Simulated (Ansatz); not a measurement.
```yaml
crystal:
  periodic: [false, false, false]
  atoms:
    - {symbol: B, position_ang: [-1.596135, 0.186388, -1.051780]}
    - {symbol: Zn, position_ang: [0.098893, -0.010122, 0.057657]}
    - {symbol: N, position_ang: [1.619810, -0.177517, 1.030427]}
    - {symbol: H, position_ang: [-2.038605, -0.708696, -1.715516]}
    - {symbol: H, position_ang: [-2.226628, 1.205653, -1.086709]}
    - {symbol: H, position_ang: [2.149367, -1.028142, 1.127285]}
    - {symbol: H, position_ang: [1.993288, 0.532426, 1.638636]}
basis:
  gaussian: {orbitals: def2-TZVPD, nuclear_model: gaussian}
hamiltonian: {xc: {name: CCSD(T)}, pseudopotentials: {relativity: scalar}}
```

```sh
$ ansatz run in.yaml --threads 2 --pin off --events-out ev --progress --plain --max-ram 4352MiB
```

Output, abridged:

```
Error: YAML parse error: error: line 13 column 19: hamiltonian.xc: no functional is named "CCSD(T)"; the names, which are not case-sensitive, are SVWN5, SPW92, PBE, PBE0, PBEsol, revPBE, revPBE0, RPBE, rPW86-PBE, HSE06, wPBEh, LC-wPBE, HISS, HF, BLYP, B3LYP, B3LYP5, BHLYP, CAM-B3LYP, r2SCAN, r2SCANh, r2SCAN0, r2SCAN50, m-r2SCAN, B97, wB97, wB97X, wB97X-V, B97M-V, wB97M-V, B2PLYP, B2GP-PLYP, PBE0-DH, PBE-QIDH
11 | basis:
12 |   gaussian: {orbitals: def2-TZVPD, nuclear_model: gaussian}
13 | hamiltonian: {xc: {name: CCSD(T)}, pseudopotentials: {relativity: scalar}}
```

Question: Something in this input is off. What?

Answer: The method's name isn't one that the program takes here. The input was rejected before any iteration.

HSE06 is defined as in plane-wave codes.
